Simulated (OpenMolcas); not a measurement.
**neutral hafnium: effect of the active space**

```yaml
Program: OpenMolcas 26.06
Method: CASSCF
Basis: ANO-R2
Scalar_Hamiltonian: X2C, finite nucleus
Spin-orbit_coupling: RASSI with atomic mean-field integrals over the reference wave functions, term energies averaged over their components
```

A. 2 electrons in 5 orbitals (5d); 2S+1 = 3 even, 10 roots; 2S+1 = 1 even, 15 roots; cost about 9 core-seconds
B. 4 electrons in 6 orbitals (5d 6s); 2S+1 = 5 even, 15 roots (10 in the spin-orbit step); 2S+1 = 3 even, 55 roots (35 in the spin-orbit step); 2S+1 = 1 even, 24 roots (14 in the spin-orbit step); cost about 40 core-seconds

Energies in cm-1 above 5d2 6s2 3F2, the measured ground level; measured values from NIST Handbook of Basic Atomic Spectroscopic Data.

```csv
Level,A,B,Measured
5d2 6s2 3F2,0.0,0.0,0.0
5d2 6s2 3F3,2606,2196,2357
5d2 6s2 3F4,5236,4264,4568
5d2 6s2 3P0,9520,4123,5522
5d2 6s2 3P1,10814,4628,6573
5d2 6s2 1G4,14205,10430,10533
```

Deviations, from unrounded energies. A percentage is the sum of absolute deviations over the sum of measured energies, with the sign that they share, or ± where signs differ.

```json
{"Against measurement": "mean absolute deviation (cm-1)", "Levels": "5", "A": "2600", "B": "780"}
{"Against measurement": "fine structure of the ground term (%)", "Levels": "2", "A": "+13.2", "B": "-6.7"}
{"Against measurement": "other terms of the ground configuration (%)", "Levels": "3", "A": "+52.6", "B": "-15.2"}
```

B lies closest to measurement on these levels. The largest miss of B in the table is 5d2 6s2 3P1, by -1900 cm-1. The ranking rests on the paired levels alone, and a cruder setting can come out closer through cancelling errors.

The spin-orbit steps hold different terms of 5d2 6s2 (B lacks 1S), which shifts levels as well.

Between A and B the level of the table that moves most is 5d2 6s2 3P1, by 6200 cm-1 (lowest in B, highest in A).

Without dynamic correlation excited terms often stand tens of per cent too high (terms of higher spin than the ground term too low), and those without a measured partner can miss by more than the paired ones. With the s shell closed, the reference lacks s² → p², s² → d² and s → d mixing, so excited terms can stand far too high and out of order, with CASPT2 too (holds for A). Some high roots are left out of the spin-orbit mixing, which shifts the levels that they would mix with (holds for B). Computed and measured levels are paired by configuration, term and J; levels that our copy of the source lacks, or whose pairing is in doubt (as where it misses far off the trend of its configuration), stay unpaired and out of the deviations. Levels of configurations outside the active space are missing. The table leaves out levels that lie high or whose names do not pair safely across all columns.
